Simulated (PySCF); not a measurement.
C7H9FO.
Atom-mapped SMILES: `[O:1]=[CH:2][C@@:3]12[CH2:4][CH2:5][C@@H:6]1[CH2:7][C@@H:8]2[F:9]` (hydrogens: H10 on C2; H11, H12 on C4; H13, H14 on C5; H15 on C6; H16, H17 on C7; H18 on C8)

Structure used (PBE0-D3(BJ)/def2-SVP), in Å, numbered top down from 1:
```xyz
18
C7H9FO angstrom
O      2.745   -0.045    1.602
C      1.998   -0.698    0.922
C      0.875   -0.133    0.120
C      0.325   -0.939   -1.070
C     -1.079   -0.992   -0.429
C     -0.593   -0.095    0.719
C     -0.645    1.417    0.430
C      0.818    1.389   -0.031
F      1.052    1.860   -1.295
H      2.084   -1.818    0.888
H      0.406   -0.403   -2.026
H      0.807   -1.922   -1.183
H     -1.362   -2.002   -0.099
H     -1.909   -0.580   -1.023
H     -0.800   -0.412    1.750
H     -1.344    1.693   -0.373
H     -0.836    2.059    1.301
H      1.520    1.878    0.663
```

All values: CAM-B3LYP/def2-SVPD (PySCF, non-relativistic), on one gas-phase PBE0-D3(BJ)/def2-SVP geometry that isn't relaxed in the solvent. The solvent is an IEF-PCM continuum (van der Waals radii × 1.2), and excitations are vertical TDDFT with non-equilibrium linear response and a frozen core. Only the electrostatic response of the medium enters.

| run | E − E(gas) (kJ/mol) | HOMO (eV) | HOMO–LUMO gap (eV) | dipole (D) | lowest singlet (eV) | static polarisability (au) |
| --- | --- | --- | --- | --- | --- | --- |
| gas | 0.00 | -8.99 | 8.96 | 3.40 | 4.18 | 79.1 |
| P | -26.91 | -8.93 | 9.03 | 4.48 | 4.29 | 106.8 |
| Q | -23.04 | -8.93 | 9.02 | 4.32 | 4.27 | 102.0 |

Task: The runs were made in dichloromethane and dimethylsulfoxide. Which run belongs to which solvent?

Result: P = dimethylsulfoxide, Q = dichloromethane. The dielectric constants are 8.93 (dichloromethane), 46.83 (dimethylsulfoxide), and the energy falls further as ε rises. The optical constants n² used for the excitations are 2.03, 2.19 in the same order. In this model the ground state sees the solvent through ε alone.

Task: How constant is the ratio of the lowering to (ε − 1)/(2ε + 1)?

Result: 
```json
{"solvent": "dichloromethane", "(ε − 1)/(2ε + 1)": "0.420", "E − E(gas) (kJ/mol)": "-23.04", "ratio (kJ/mol)": "-54.8", "polarisation term (kJ/mol)": "-27.13"}
{"solvent": "dimethylsulfoxide", "(ε − 1)/(2ε + 1)": "0.484", "E − E(gas) (kJ/mol)": "-26.91", "ratio (kJ/mol)": "-55.6", "polarisation term (kJ/mol)": "-32.60"}
```

The ratio changes by +1.4 % in size from dichloromethane to dimethylsulfoxide. The polarisation term is half the interaction of the solute with the induced surface charges.

Cost: about 80 s of CPU time on one thread; the machine was shared, so the figure is rough. This is the whole response run at CAM-B3LYP/def2-SVPD in dimethylsulfoxide, SCF included.
